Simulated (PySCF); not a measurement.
# Ga (gallium, neutral): PBE0 calculation

Configuration: [Ar] 3d10 4s2 4p1, 2P determinant. Calculation: PySCF 2.14, in 6-31G* (5s4p3d, 32 functions); no relativity, point nucleus.

```
Total energy                                                  : -1924.280 hartree
One-electron energy                                           : -2682.681 hartree
Hartree (Coulomb) energy                                      : 833.117 hartree
Exchange-correlation energy                                   : -74.716 hartree
Kinetic energy                                                : 1921.42181 hartree
⟨S²⟩                                                          : 0.7527
⟨L²⟩                                                          : 2.008
Sum of ⟨r⟩                                                    : 23.27 bohr
Sum of ⟨r²⟩                                                   : 39.31 bohr²
Traceless quadrupole moment −½Σ⟨3z² − r²⟩ along its main axis : -5.06 e·bohr²
Density at the nucleus (Gaussians lack the cusp)              : 19200 bohr⁻³
Spin density at the nucleus                                   : -0.0765 bohr⁻³
Langevin diamagnetic susceptibility                           : -31.1 ×10⁻⁶ cm³/mol
Time after the integrals                                      : 0.3 s of wall time on 1 thread of Neoverse-V2 (shared host)
```

```json
{"shell": "1s α", "electrons": "1", "mean orbital energy (hartree)": "-372.90902", "spread (hartree)": "0", "rms radius, mean of both spins (bohr)": "0.0572"}
{"shell": "1s β", "electrons": "1", "mean orbital energy (hartree)": "-372.90827", "spread (hartree)": "0", "rms radius, mean of both spins (bohr)": "0.0572"}
{"shell": "2s β", "electrons": "1", "mean orbital energy (hartree)": "-46.08480", "spread (hartree)": "0", "rms radius, mean of both spins (bohr)": "0.240"}
{"shell": "2s α", "electrons": "1", "mean orbital energy (hartree)": "-46.08479", "spread (hartree)": "0", "rms radius, mean of both spins (bohr)": "0.240"}
{"shell": "2p α", "electrons": "3", "mean orbital energy (hartree)": "-40.80016", "spread (hartree)": "0.00165", "rms radius, mean of both spins (bohr)": "0.212"}
{"shell": "2p β", "electrons": "3", "mean orbital energy (hartree)": "-40.79969", "spread (hartree)": "0.00300", "rms radius, mean of both spins (bohr)": "0.212"}
{"shell": "3s α", "electrons": "1", "mean orbital energy (hartree)": "-5.58594", "spread (hartree)": "0", "rms radius, mean of both spins (bohr)": "0.710"}
{"shell": "3s β", "electrons": "1", "mean orbital energy (hartree)": "-5.58513", "spread (hartree)": "0", "rms radius, mean of both spins (bohr)": "0.710"}
{"shell": "3p α", "electrons": "3", "mean orbital energy (hartree)": "-3.85017", "spread (hartree)": "0.00706", "rms radius, mean of both spins (bohr)": "0.742"}
{"shell": "3p β", "electrons": "3", "mean orbital energy (hartree)": "-3.84903", "spread (hartree)": "0.01068", "rms radius, mean of both spins (bohr)": "0.742"}
{"shell": "3d α", "electrons": "5", "mean orbital energy (hartree)": "-0.85553", "spread (hartree)": "0.00854", "rms radius, mean of both spins (bohr)": "0.917"}
{"shell": "3d β", "electrons": "5", "mean orbital energy (hartree)": "-0.85378", "spread (hartree)": "0.01207", "rms radius, mean of both spins (bohr)": "0.917"}
{"shell": "4s α", "electrons": "1", "mean orbital energy (hartree)": "-0.36703", "spread (hartree)": "0", "rms radius, mean of both spins (bohr)": "2.58"}
{"shell": "4s β", "electrons": "1", "mean orbital energy (hartree)": "-0.33606", "spread (hartree)": "0", "rms radius, mean of both spins (bohr)": "2.58"}
{"shell": "4p α", "electrons": "1", "mean orbital energy (hartree)": "-0.13962", "spread (hartree)": "0", "rms radius, mean of both spins (bohr)": "3.58"}
```
